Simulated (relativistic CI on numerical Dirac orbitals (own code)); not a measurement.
# Energy levels of Zr XIX

Calculated at this level of theory: Dirac-Coulomb-Breit CI, orbitals from a KLI potential per configuration, model QED, unscaled Slater integrals (own radial code, finite nucleus).

Configurations in the expansion (outside the closed core [Ne]): 3s2 3p6 3d4, 3s2 3p5 3d5, 3s 3p6 3d5, 3s2 3p6 3d3 4s, 3s2 3p6 3d3 4p, 3s2 3p6 3d3 4d, 3s2 3p6 3d3 4f, 3s2 3p5 3d4 4s, 3s2 3p6 3d2 4s 4p, 3s2 3p6 3d3 5s, 3s2 3p6 3d3 5p, 3p6 3d6, 3p5 3d7, 3s2 3p6 3d2 4s2, 3s2 3p6 3d 4s2 4p, 3s2 3p6 3d 4s2 4d, 3s2 3p6 3d 4s2 4f, 3s2 3p6 3d2 4p2, 3s2 3p6 3d 4s 4p2, 3s2 3p6 3d 4p3, 3s2 3p6 3d 4p2 4d, 3s2 3p6 3d 4p2 4f. Double excitations out of closed p, d and f shells are left out; levels of such configurations are missing from the list, as are those of other unlisted configurations, and high levels can miss mixing partners. These lack a partner that the ground configuration has and come out too high: 3s2 3p5 3d4 4s.

The lowest level is 3s2 3p6 3d4 5D_0, with 87 % of that term; Hund's rules for 3s2 3p6 3d4 give 5D with J = 0, in agreement.

| No. | Configuration | Term | J | E (cm⁻¹) | % | Landé g |
| --- | --- | --- | --- | --- | --- | --- |
| 1 | 3s2 3p6 3d4 | 5D | 0 | 0 | 87 |  |
| 2 | 3s2 3p6 3d4 | 5D | 1 | 5950 | 94 | 1.497 |
| 3 | 3s2 3p6 3d4 | 5D | 2 | 13281 | 97 | 1.492 |
| 4 | 3s2 3p6 3d4 | 5D | 3 | 20681 | 96 | 1.486 |
| 5 | 3s2 3p6 3d4 | 5D | 4 | 27691 | 92 | 1.477 |
| 6 | 3s2 3p6 3d4 | 3P | 0 | 65666 | 76 |  |
| 7 | 3s2 3p6 3d4 | 3H | 4 | 72255 | 65 | 0.907 |
| 8 | 3s2 3p6 3d4 | 3H | 5 | 83791 | 83 | 1.059 |
| 9 | 3s2 3p6 3d4 | 3P | 1 | 85304 | 90 | 1.450 |
| 10 | 3s2 3p6 3d4 | 3G | 3 | 86076 | 55 | 0.905 |
| 11 | 3s2 3p6 3d4 | 3F | 2 | 89543 | 89 | 0.710 |
| 12 | 3s2 3p6 3d4 | 3H | 6 | 89737 | 88 | 1.144 |
| 13 | 3s2 3p6 3d4 | 3F | 4 | 96467 | 46 | 1.091 |
| 14 | 3s2 3p6 3d4 | 3P | 2 | 105363 | 74 | 1.406 |
| 15 | 3s2 3p6 3d4 | 3G | 4 | 105585 | 52 | 1.076 |
| 16 | 3s2 3p6 3d4 | 3F | 3 | 108757 | 57 | 0.949 |
| 17 | 3s2 3p6 3d4 | 3G | 5 | 115952 | 83 | 1.170 |
| 18 | 3s2 3p6 3d4 | 3D | 3 | 121326 | 89 | 1.300 |
| 19 | 3s2 3p6 3d4 | 3D | 2 | 126403 | 56 | 1.180 |
| 20 | 3s2 3p6 3d4 | 1I | 6 | 127277 | 88 | 1.018 |
| 21 | 3s2 3p6 3d4 | 3D | 1 | 130879 | 94 | 0.553 |
| 22 | 3s2 3p6 3d4 | 1G | 4 | 141617 | 62 | 1.041 |
| 23 | 3s2 3p6 3d4 | 1S | 0 | 146516 | 85 |  |
| 24 | 3s2 3p6 3d4 | 1D | 2 | 159966 | 67 | 1.043 |
| 25 | 3s2 3p6 3d4 | 1F | 3 | 170400 | 81 | 1.023 |
| 26 | 3s2 3p6 3d4 | 3P | 2 | 193476 | 90 | 1.441 |
| 27 | 3s2 3p6 3d4 | 3F | 4 | 198561 | 90 | 1.225 |
| 28 | 3s2 3p6 3d4 | 3F | 2 | 203373 | 89 | 0.714 |
| 29 | 3s2 3p6 3d4 | 3F | 3 | 206355 | 87 | 1.074 |
| 30 | 3s2 3p6 3d4 | 3P | 1 | 211178 | 99 | 1.493 |
| 31 | 3s2 3p6 3d4 | 3P | 0 | 219768 | 96 |  |
| 32 | 3s2 3p6 3d4 | 1G | 4 | 226853 | 91 | 1.018 |
| 33 | 3s2 3p6 3d4 | 1D | 2 | 291100 | 98 | 0.998 |
| 34 | 3s2 3p6 3d4 | 1S | 0 | 373618 | 98 |  |
| 35 | 3p5 3d5(6S) | 7P° | 4 | 912533 | 97 | 1.741 |
| 36 | 3p5 3d5(6S) | 7P° | 3 | 946853 | 83 | 1.869 |
| 37 | 3p5 3d5(6S) | 7P° | 2 | 977555 | 56 | 2.100 |
| 38 | 3p5 3d5(4D) | 5P° | 1 | 1007002 | 95 | 2.447 |
| 39 | 3p5 3d5(4G) | 5G° | 6 | 1013719 | 80 | 1.306 |
| 40 | 3p5 3d5(4G) | 5G° | 5 | 1018871 | 74 | 1.251 |
| 41 | 3p5 3d5(4P) | 5D° | 4 | 1019557 | 52 | 1.385 |
| 42 | 3p5 3d5(4G) | 5G° | 4 | 1025845 | 63 | 1.192 |
| 43 | 3p5 3d5(4G) | 5G° | 3 | 1029623 | 72 | 0.940 |
| 44 | 3p5 3d5(4G) | 5G° | 2 | 1032776 | 64 | 0.552 |
| 45 | 3p5 3d5(4P) | 5D° | 3 | 1039861 | 61 | 1.427 |
| 46 | 3p5 3d5(4D) | 5F° | 5 | 1040016 | 88 | 1.380 |
| 47 | 3p5 3d5(4G) | 5H° | 7 | 1041653 | 96 | 1.278 |
| 48 | 3p5 3d5(4P) | 5S° | 2 | 1042688 | 58 | 1.871 |
| 49 | 3p5 3d5(6S) | 7P° | 2 | 1045734 | 33 | 1.855 |
| 50 | 3p5 3d5(4D) | 5P° | 3 | 1060033 | 69 | 1.633 |
| 51 | 3p5 3d5(4D) | 5F° | 4 | 1060890 | 49 | 1.352 |
| 52 | 3p5 3d5(4P) | 5D° | 2 | 1062610 | 49 | 1.405 |
| 53 | 3p5 3d5(4G) | 5H° | 6 | 1065873 | 70 | 1.212 |
| 54 | 3p5 3d5(2F) | 3F° | 4 | 1072055 | 50 | 1.161 |
| 55 | 3p5 3d5(4D) | 5F° | 3 | 1077053 | 42 | 1.291 |
| 56 | 3p5 3d5(4G) | 5H° | 5 | 1079297 | 53 | 1.107 |
| 57 | 3p5 3d5(4P) | 5D° | 1 | 1079529 | 43 | 1.331 |
| 58 | 3p5 3d5(4P) | 3D° | 2 | 1085908 | 19 | 1.141 |
| 59 | 3p5 3d5(2F) | 3F° | 4 | 1086315 | 38 | 1.104 |
| 60 | 3p5 3d5(4D) | 5F° | 2 | 1088818 | 31 | 1.108 |
| 61 | 3p5 3d5(4P) | 3P° | 0 | 1089463 | 66 |  |
| 62 | 3p5 3d5(2D) | 3D° | 3 | 1089542 | 28 | 1.328 |
| 63 | 3p5 3d5(2F) | 3D° | 1 | 1091536 | 41 | 0.951 |
| 64 | 3p5 3d5(2F) | 3F° | 3 | 1093512 | 48 | 1.145 |
| 65 | 3p5 3d5(2G) | 3H° | 6 | 1095108 | 66 | 1.130 |
| 66 | 3p5 3d5(4D) | 5F° | 1 | 1099178 | 54 | 0.619 |
| 67 | 3p5 3d5(2D) | 3F° | 4 | 1101664 | 46 | 1.146 |
| 68 | 3p5 3d5(2H) | 3I° | 7 | 1101921 | 56 | 1.092 |
| 69 | 3p5 3d5(2G) | 3F° | 2 | 1102078 | 39 | 0.946 |
| 70 | 3p5 3d5(2D) | 3F° | 3 | 1102581 | 58 | 1.140 |

Energies count from the lowest computed level; ° marks odd parity. Percentages are summed over parent terms; the parents shown are those of the largest component, closed shells are left out there.

The mean weight of the leading LS term, summed over parents, in these 70 levels is 70 %, and that of the leading jj configuration (from the same eigenvectors) 55 %, so LS coupling describes them better.

At this charge energies of transitions that change n are usually good to better than 1 %, and those within a shell (Δn = 0) to a few per cent. Terms inside the open d or f shell come out 10 to 20 % too wide with unscaled integrals.

Landé's interval rule says that E(J) − E(J−1) = AJ with one A. For the ground term the intervals give A = 5949.7, 3665.8, 2466.6, 1752.6 cm⁻¹ for J = 1, 2, 3, 4; the multiplet is regular.

LS names give the leading component of a level, which can be under half, so a name can repeat, a term be missing and a line seem to break the LS rules.
